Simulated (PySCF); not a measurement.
# MOBr across the fifth-period p block

Level: PBE0, basis family def2-TZVP, scalar-relativistic core potentials from Rb on and no relativity for lighter atoms.

Each entry is the lowest minimum that a search over a few typed start shapes (and spin states, where more than one is plausible) found, or that minimum re-optimised at the stated level; isomers with ligand–ligand bonds, or fragments after loss of a ligand pair, can lie lower. Open shells are unrestricted; no spin–orbit coupling; PySCF with density fitting.

| molecule | 2S+1 | point group | mean bond to the central atom (Å) | polar-tensor charge of the central atom | dipole (D) | atomisation (kJ/mol) | highest ω (cm⁻¹) |
| --- | --- | --- | --- | --- | --- | --- | --- |
| InOBr | 1 | C∞v | 2.116 | 1.04 | 3.40 | 611 | 810 |
| SbOBr | 1 | Cs | 2.155 | 1.14 | 3.65 | 688 | 903 |
| IOBr | 1 | Cs | 2.164 | 0.83 | 3.10 | 370 | 823 |

Left out of the table are members whose search was unfinished or whose lowest solution was spin-contaminated, unstable, very soft or bonded differently.
